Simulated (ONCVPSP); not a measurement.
## Ranking ONCV potentials for cerium (Ce)

All share these settings but for the change named:

* Element: Ce (Z = 58)
* Generator: ONCVPSP 4.0.1
* Type: optimised norm-conserving Vanderbilt (ONCV)
* Functional: PBE
* Relativity: scalar-relativistic
* Frozen core: [Kr] 4d10
* Valence charge: 12
* Reference configuration: 4f1 5s2 5p6 5d1 6s1 (charge +1)
* Partial waves: 5s+6s: rc 2.70 bohr, ncon 4, nbas 8, qcut 4.4 1/bohr, 3 projectors, debl 2.9 Ha; 5p: rc 2.00 bohr, ncon 4, nbas 8, qcut 3.8 1/bohr, 2 projectors, debl 1.8 Ha; 5d: rc 3.45 bohr, ncon 5, nbas 10, qcut 4.1 1/bohr, 2 projectors, debl 0.6 Ha; 4f: rc 1.85 bohr, ncon 4, nbas 8, qcut 10.3 1/bohr, 2 projectors, debl 2.1 Ha
* Local potential: polynomial inside 1.35 bohr (lpopt 2, dvloc0 6 Ha)
* Core correction: Teter function, fcfact 6, rcfact 1.2

Test errors are all-electron minus pseudo excitation energies from the reference, over 4f1 5s2 5p6 5d1 6s2; 4f1 5s2 5p6 5d1 6s0; 4f1 5s2 5p6 5d0 6s0; 4f1 5s2 5p6 5d1.5 6s1.5. None of these files shows a bound ghost.

The base gives 8.2 meV.

Of 8 variants that were run, those that failed, showed a ghost or another fault, or gave nearly equal values are left out.

A variant can come out equal or close to the base, since the largest error may sit in a test that the change hardly touches while other tests move.

(1) Rank these variants by their largest absolute test error, smallest first.
A. core correction Teter function, fcfact 6, rcfact 1.76
B. core correction Teter function, fcfact 6, rcfact 1.58
C. core correction Teter function, fcfact 6, rcfact 1.42
D. core correction Teter function, fcfact 6, rcfact 1.12
E. core correction Teter function, fcfact 6, rcfact 1.86

## Answers

(1) C (5.0 meV), D (8.0 meV), B (25.9 meV), A (104.8 meV), E (169.8 meV).
